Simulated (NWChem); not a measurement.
## A calculation on diiodomethane (CH₂I₂)

```xyz
5

I      1.8391     0.0000     0.0908
C      0.0000     0.0000    -1.0490
I     -1.8391     0.0000     0.0908
H      0.0000     0.9046    -1.6634
H      0.0000    -0.9046    -1.6634
```
Charge 0, spin multiplicity 1.

Everything below was run with NWChem. Structure: optimised with B3LYP/def2-SVP with def2 effective core potentials on I, a minimum by its harmonic frequencies.

Symmetry labels belong to the abelian group C2v used in the runs, with the axes of the coordinates shown; states degenerate in a higher group split over its labels.

Effective core potentials replace the inner electrons of I; spin-orbit coupling is left out.

List the lowest 6 singlet excitations that TD-PBE/def2-SVP with def2 effective core potentials on I gives, with oscillator strengths.


```
state  symmetry  energy (eV)  wavelength (nm)      f
-----  --------  -----------  ---------------  -----
1            b2         3.72              334  0.000
2            b1         3.79              327  0.055
3            a2         3.85              322  0.000
4            a1         4.08              304  0.000
5            a1         4.92              252  0.000
6            a2         5.05              246  0.000
```
